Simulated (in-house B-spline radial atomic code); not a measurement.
Checks on a self-consistent run for Pd IX (Pd8+), [Kr] (4d5/2)2. Computed with a radial B-spline atomic code at the basis-set limit: Dirac-Hartree-Fock, average of the jj configuration, Fermi nucleus of rms radius 4.5318 fm.

| orbital | q | ε (Eh) | <1/r> | <r²> | small-component weight |
| --- | --- | --- | --- | --- | --- |
| 1s1/2 | 2 | -905.60530 | 48.2397 | 0.00137056 | 0.028349 |
| 2s1/2 | 2 | -140.01209 | 11.1135 | 0.0224245 | 0.005939 |
| 2p1/2 | 2 | -129.85036 | 11.0563 | 0.0168736 | 0.0059164 |
| 2p3/2 | 4 | -123.97799 | 10.4231 | 0.0181965 | 0.0056893 |
| 3s1/2 | 2 | -31.00417 | 3.89251 | 0.16188 | 0.0016727 |
| 3p1/2 | 2 | -26.94787 | 3.78862 | 0.157967 | 0.0016102 |
| 3p3/2 | 4 | -25.88912 | 3.63901 | 0.166716 | 0.0015528 |
| 3d3/2 | 4 | -18.75161 | 3.45239 | 0.148933 | 0.0014212 |
| 3d5/2 | 6 | -18.56923 | 3.41579 | 0.151458 | 0.0014057 |
| 4s1/2 | 2 | -8.86655 | 1.51581 | 0.919541 | 0.00043592 |
| 4p1/2 | 2 | -7.34496 | 1.42149 | 1.02138 | 0.00039485 |
| 4p3/2 | 4 | -7.22897 | 1.38083 | 1.06726 | 0.00038193 |
| 4d5/2 | 2 | -5.11867 | 1.18178 | 1.38998 | 0.00029698 |

Electron-electron repulsion V_ee = 1702.8354 hartree.

**Question.** What total energy follows from the eigenvalues?

**Answer.** The eigenvalues count the repulsion twice, so E = Σqε - V_ee = -3324.306 - 1702.835 = -5027.142 hartree; the run printed -5027.142.

**Question.** Does the Dirac virial theorem hold?

**Answer.** For a point nucleus E = -2c²Σq·w, with w the small-component weight. Here Σq·w = 0.13385 and c = 137.0360, so the ratio E/(-2c²Σq·w) is 1.000036; the finite nucleus accounts for the departure from 1.

**Question.** What diamagnetic shielding (Lamb formula) and susceptibility (Langevin formula) do the radii give?

**Answer.** σ = (α²/3)Σq<1/r> = 260.495/(3·137.036²) = 4623.9 ppm, and χ = -0.79199×10⁻⁶·Σq<r²> = -11.01×10⁻⁶ cm³/mol with Σq<r²> = 13.896 bohr². Both are non-relativistic formulas without the paramagnetism of open shells.
